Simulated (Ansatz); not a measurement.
One change: `N[SiH2][AsH]O` becomes `C[SiH2][AsH]O`.

Ansatz, PBE0-D4/def2-TZVP geometries, multiplicity 1. Each molecule was computed in one conformer, which needn't be the lowest.

Scalar relativity is left out up to krypton.

```csv
property,`N[SiH2][AsH]O`
HOMO energy (B3LYP/def2-TZVPP) / eV,-6.43
HOMO energy (ωB97M-V/def2-TZVPP) / eV,-8.71
LUMO energy (PBE0/def2-TZVPP) / eV,-0.62
HOMO–LUMO gap (B3LYP/def2-TZVPP) / eV,5.57
HOMO energy (PBE/def2-TZVPP) / eV,-5.48
HOMO energy (PBE0/def2-TZVPP) / eV,-6.63
```

Question: What does the change do to each property? (An estimate is asked.)

Answer: The calculation gave: 
```csv
property,`C[SiH2][AsH]O`,shift
HOMO energy (B3LYP/def2-TZVPP) / eV,-6.78,-0.35
HOMO energy (ωB97M-V/def2-TZVPP) / eV,-9.05,-0.34
LUMO energy (PBE0/def2-TZVPP) / eV,-0.70,-0.08
HOMO–LUMO gap (B3LYP/def2-TZVPP) / eV,5.84,0.27
HOMO energy (PBE/def2-TZVPP) / eV,-5.88,-0.40
HOMO energy (PBE0/def2-TZVPP) / eV,-6.98,-0.35
```

With PBE0 the HOMO falls by 0.35 eV and the LUMO falls by 0.08 eV, so the gap widens by about 0.27 eV. PBE moves the HOMO by -0.40 eV and ωB97M-V by -0.34 eV.

Positive LUMOs are unbound, so they and the gaps depend on the basis.

B3LYP here is the variant with VWN-RPA as its local correlation; programs differ in this.
